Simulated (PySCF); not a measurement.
**Ionisation energy of Cd²⁺ by level of theory**

Cd²⁺ [Kr] 4d10 (1S) → Cd³⁺ [Kr] 4d9 (2D), as a difference of total energies. All numbers are calculated (PySCF 2.14, scalar relativity through the core potential, in aug-cc-pVTZ-PP with one added diffuse shell each of s, p, d, f, g type with ECP28MDF (7s7p6d4f3g, 113 functions)). Correlated levels: valence: 4s2 4p6 frozen. The calculations carry no spin-orbit coupling.

| method | ionisation energy (eV) | difference from reference (eV) |
| --- | --- | --- |
| UHF | 35.886 | -1.582 |
| LDA | 38.008 | +0.540 |
| PBE | 37.589 | +0.121 |
| PBE0 | 37.493 | +0.025 |
| r2SCAN | 37.474 | +0.006 |
| wB97M-V | 37.364 | -0.104 |
| CAM-B3LYP | 37.556 | +0.088 |
| MN15 | 37.817 | +0.349 |
| MP2 (valence) | 37.919 | +0.451 |
| SCS-MP2 (valence) | 37.701 | +0.233 |

Reference: 37.468 ± 0.006 eV (measured; NIST Atomic Spectra Database, ionization energies).

The reference lies between the lowest fine-structure levels, while these numbers refer to the centres of the terms.

Errors of the correlated levels include the incompleteness of this basis and the frozen core.
